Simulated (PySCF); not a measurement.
**How methods differ on the excitation energy of Be**

Be [He] 2s2 (1S) → Be [He] 2s1 3s1 (3S), as a difference of total energies. Calculation: PySCF 2.14, in x2c-TZVPPall with one added diffuse shell of s type (6s3p1d, 20 functions); the spin-free X2C one-electron Hamiltonian (Gaussian nucleus). Correlated levels: valence: 1s2 frozen. The calculations carry no spin-orbit coupling.

Q: Order these methods by the excitation energy they give, lowest first.
A. MP2 (valence)
B. UHF
C. SCS-MP2 (valence)
D. CCSD (valence)

A: B (5.322 eV), A (5.995 eV), C (6.162 eV), D (6.453 eV).

Errors of the correlated levels include the incompleteness of this basis and the frozen core.

The basis was made for the ground configuration and has no added diffuse functions, so the excitation energy can come out too high.

With two correlated electrons CCSD is exact in that space.

For comparison: 6.457 eV (measured; NIST levels).
